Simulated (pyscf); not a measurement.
A first-order saddle from PySCF, ωB97X-D3(BJ)/def2-SVP:

```xyz
11

O     -3.3913     1.1440     0.5069
Si    -1.7195     1.0970     0.4364
O     -1.4525    -0.3889    -0.2626
H     -3.7735     1.8798     0.9966
H     -2.2522    -0.8557    -0.5350
O     -1.2069     2.3179    -0.8534
Si     0.0560     2.8020     0.4709
H     -1.1214     2.3884    -1.8197
H     -0.4521     3.7623     1.4901
H      1.1695     1.9611     1.0056
H      0.7608     3.6615    -0.5512
```

Surface: singlet, charge 0. Lowest wavenumbers (cm⁻¹): 231i, 85, 124, 189, 255.

What reaction is this the transition state of?

HO–Si:–OH [singlet] + silanol (HO–SiH₃) ⇌ HO–Si(OH)(OH)–SiH₃, an insertion read from left to right: O–Si broken and O–Si, Si–Si formed. At ωB97M-D3(BJ)/def2-TZVP it lies +8.8 kcal/mol from the left side and +42.4 kcal/mol from the right (each side as separated species at their lowest minima found). On the reactant side the descent ends in a complex, 5.3 kcal/mol under the separated species and 8.6 kcal/mol under the saddle at ωB97X-D3(BJ)/def2-TZVP. At ωB97X-D3(BJ)/def2-TZVP the barrier from the zero used here is 3.2 kcal/mol. HO–Si(OH)(OH)–SiH₃ lies 27.7 kcal/mol over its isomer HO–SiH(OH)–O–SiH₃ (electronic energy, ωB97M-D3(BJ)/def2-TZVP). This is the saddle that the search found; another between the same sides may lie lower.
